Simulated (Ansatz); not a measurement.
Basis sets compared for ZrBrF3. The state is a singlet with charge 0. Geometry PBE0-D4/def2-SVP. Ansatz on 4 threads of Arm Neoverse V2 on a shared host; times are rough, and most runs start from earlier orbitals.

```xyz
5

Zr    0.0870   -0.0660   -0.0282
Br   -1.8385    1.3939    0.5964
F     0.1517   -0.2796   -1.9032
F    -0.1036   -1.7630    0.7775
F     1.7035    0.7146    0.5576
```

In the def2 sets Zr takes a core potential; there is no spin–orbit coupling.

Binding counts from free atoms (Zr triplet, Br doublet, F doublet) in the same basis, without a counterpoise term.

| level | functions | energy (Eh) | HOMO (eV) | LUMO (eV) | binding per atom (eV) | wall time |
| --- | --- | --- | --- | --- | --- | --- |
| PBE-D4/def2-SVP | 105 | -2919.8851 | -7.82 | -2.57 | – | 1 s |
| PBE-D4/def2-TZVP (with forces) | 181 | -2920.5727 | -7.95 | -2.72 | – | 1.8 s |
| r2SCAN-D4/def2-TZVP | 181 | -2921.1128 | -8.31 | -2.58 | – | 3.7 s |
| PBE0-D4/def2-SVP | 105 | -2919.9356 | -9.21 | -1.83 | 5.00 | 1.4 s |
| PBE0-D4/def2-TZVP | 181 | -2920.6230 | -9.28 | -1.91 | 4.90 | 2.6 s |

Task: Estimate the rows for PBE-D4/def2-TZVPD, r2SCAN-D4/def2-TZVPD, PBE0-D4/def2-TZVPD.

Result: 
```tsv
level	functions	energy (Eh)	HOMO (eV)	LUMO (eV)	binding per atom (eV)	wall time
PBE-D4/def2-TZVPD	217	-2920.5759	-7.96	-2.74	–	2.5 s
r2SCAN-D4/def2-TZVPD	217	-2921.1162	-8.30	-2.57	–	5.5 s
PBE0-D4/def2-TZVPD	217	-2920.6264	-9.27	-1.91	4.90	3.7 s
```
